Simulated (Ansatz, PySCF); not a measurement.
Potential energy curve for BrMg (cation, charge +1), lowest singlet found (which spin is the ground state isn't settled by this scan).

- RKS-B3LYP/6-31G* = restricted B3LYP/6-31G*, spherical d (PySCF)
- UKS-PBE0 = unrestricted PBE0/cc-pVDZ (Ansatz, a program for electronic structure)
- FCI = full CI/cc-pVDZ, cores with 3d frozen run with Ansatz

Energies relative to the lowest point of each curve between 1.88 and 2.70 Å, where full CI is lowest, in kJ/mol:

| R / Å | RKS-B3LYP/6-31G* | UKS-PBE0 |
|---|---|---|
| 1.88 | 170.7 | 169.3 |
| 2.04 | 48.5 | 47.1 |
| 2.18 | 6.8 | 6.1 |
| 2.27 | 0.0 | 0.0 |
| 2.39 | 6.5 | 7.8 |
| 2.49 | 20.8 | 23.5 |
| 2.58 | 37.9 | 42.0 |
| 2.61 | 44.2 | 48.8 |
| 2.70 | 64.3 | 70.5 |
| 2.85 | 99.7 | 108.5 |
| 3.09 | 155.0 | 167.4 |
| 3.50 | 233.4 | 221.5 |

Q: Predict the corresponding FCI column.

A: 1.88: 187.4; 2.04: 55.1; 2.18: 8.6; 2.27: 0.0; 2.39: 5.5; 2.49: 19.7; 2.58: 37.2; 2.61: 43.7; 2.70: 64.3; 2.85: 100.1; 3.09: 152.3; 3.50: 210.9 (kJ/mol).

The scan ran from 1.88 to 8.90 Å; beyond the distances shown full CI changes its symmetry label. The restricted form behind RKS-B3LYP/6-31G* keeps the bonding electrons paired and can't separate into open-shell fragments. The unrestricted determinant behind UKS-PBE0 is spin-contaminated at 3.09 to 3.50 Å (<S²> up to 0.9, against 0.00 for a pure singlet).
